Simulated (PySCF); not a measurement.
ClH6NSi2, SMILES N[SiH2][SiH2]Cl.

Geometry optimised at B3LYP-D3(BJ)/def2-SVP. This is a generated structure with no PubChem entry under its InChIKey; it may be hypothetical. The values are those of a single conformer.

Level of theory: PySCF with PBE/def2-TZVP.

Isolated molecule, no solvent.

```
Quantity                                                                                                        Value
---------------------------------------------------------------------------------------------  ----------------------
total energy                                                                                      -1097.10614 hartree
highest occupied level                                                                                       -5.93 eV
lowest empty level                                                                                           -1.55 eV
orbital gap                                                                                                   4.38 eV
dipole moment                                                                                                  1.46 D
quadrupole, principal values (traceless, Buckingham form, about the centre of nuclear charge)   -7.38, 1.69, 5.69 D·Å
mean static polarisability                                                                      77.9 bohr³ (11.54 Å³)
polarisability, principal values                                                               66.0, 78.0, 89.7 bohr³
```
